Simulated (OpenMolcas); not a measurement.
## Co: CASPT2 settings compared

```yaml
Program: OpenMolcas 26.06
Basis: ANO-L-VDZP [5s4p2d1f]
Scalar_Hamiltonian: non-relativistic, point nucleus
Active_space: 9 electrons in 6 orbitals (3d 4s)
State_averaging: 2S+1 = 4 even, 17 roots; 2S+1 = 2 even, 9 roots
Spin-orbit_coupling: state interaction with AMFI integrals over the reference wave functions, term energies averaged over their components
```

Methods on the same reference wave functions:
A. CASSCF
B. SS-CASPT2, IPEA 0.1 Eh, real shift 0.2 Eh (closed shells correlated: 3s 3p)
C. MS-CASPT2, IPEA 0.1 Eh, real shift 0.2 Eh (closed shells correlated: 3s 3p)

Energies in cm⁻¹ above 3d⁷ 4s² ⁴F_9/2, the measured ground level; measured values from NIST Handbook of Basic Atomic Spectroscopic Data.

| Level | A | B | C | Measured |
| --- | --- | --- | --- | --- |
| 3d⁷ 4s² ⁴F_9/2 | 0.0 | 0.0 | 0.0 | 0.0 |
| 3d⁷ 4s² ⁴F_7/2 | 818 | 800 | 800 | 816 |
| 3d⁷ 4s² ⁴F_5/2 | 1436 | 1412 | 1412 | 1407 |
| 3d⁷ 4s² ⁴F_3/2 | 1868 | 1844 | 1844 | 1809 |

Deviations, from unrounded energies. A percentage is the sum of absolute deviations over the sum of measured energies, with the sign that they share, or ± where signs differ.

| Against measurement | Levels | A | B | C |
| --- | --- | --- | --- | --- |
| mean absolute deviation (cm-1) | 3 | 30 | 19 | 19 |
| fine structure of the ground term (%) | 3 | +2.2 | ±1.4 | ±1.4 |

B, C lie about equally close to measurement and A furthest from it. The largest miss of C in the table is 3d⁷ 4s² ⁴F_3/2, by +35 cm-1. The ranking rests on the paired levels alone, and a cruder setting can come out closer through cancelling errors.

Between B and C no level of the table moves by more than 5 cm-1.

The two smallest mean deviations differ by little beside CASPT2's spread within terms, so their order carries little weight.

The lowest spin-free term lies below A's lowest term by 0.424 hartree in B, 0.424 hartree in C.

Term energies are means over components that CASPT2 splits; among the terms shown or strongly mixed into the levels shown the widest spread is 1800 cm-1 (3d⁷ 4s² ⁴F, C). Without dynamic correlation excited terms often stand tens of per cent too high (terms of higher spin than the ground term too low), and those without a measured partner can miss by more than the paired ones (holds for A). Computed and measured levels are paired by configuration, term and J; levels that our copy of the source lacks, or whose pairing is in doubt (as where it misses far off the trend of its configuration), stay unpaired and out of the deviations. Levels of configurations outside the active space are missing. The table leaves out levels that lie high or whose names do not pair safely across all columns.
